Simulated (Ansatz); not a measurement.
SnH3O (SMILES [OH][SnH2]): methods side by side

SnH3O has 5 atoms, charge 0, and is taken as a doublet. As SMILES, `[OH][SnH2]`. The shape is that of a PBE0-D4/def2-TZVP optimisation. This is one conformer, not always the lowest.

Each level gives the vertical energy of the quartet above the doublet (eV). The values are calculated.

```csv
level,kind,program,value (eV),CPU time (all runs)
UPBE/STO-3G,GGA,Ansatz,7.17,5.6 s
U-r2SCAN/STO-3G,meta-GGA,Ansatz,7.09,17 s
U-r2SCAN0/STO-3G,hybrid meta-GGA,Ansatz,6.86,17 s
UPBE0/STO-3G,global hybrid,Ansatz,6.98,6.5 s
U-wB97X/STO-3G,range-separated hybrid,Ansatz,7.05,29 s
UHSE06/STO-3G,range-separated hybrid,Ansatz,7.00,7.7 s
UB2PLYP/STO-3G,double hybrid,Ansatz,7.03,7.5 s
RPA@PBE/STO-3G,RPA,Ansatz,7.21,7.8 s
UMP2/STO-3G,perturbation theory,Ansatz,6.70,1.4 s
UCCSDT(Q)/STO-3G,coupled cluster or CI,Ansatz,6.82,6.6 s
```

All-electron rows without a relativistic Hamiltonian named are non-relativistic. Spin-orbit coupling, which can split open shells on such heavy atoms by tenths of an eV, is left out. The values span 6.70 to 7.21 eV. All rows use very small basis sets, so none should be taken for the real molecule's value. In the correlated wave-function rows the outer d shell of Sn is correlated, in sets not made for it. In so small a basis fixed costs decide the times, and correlated methods can beat functionals. CPU times are rough (shared hosts, several kinds of processor and program).
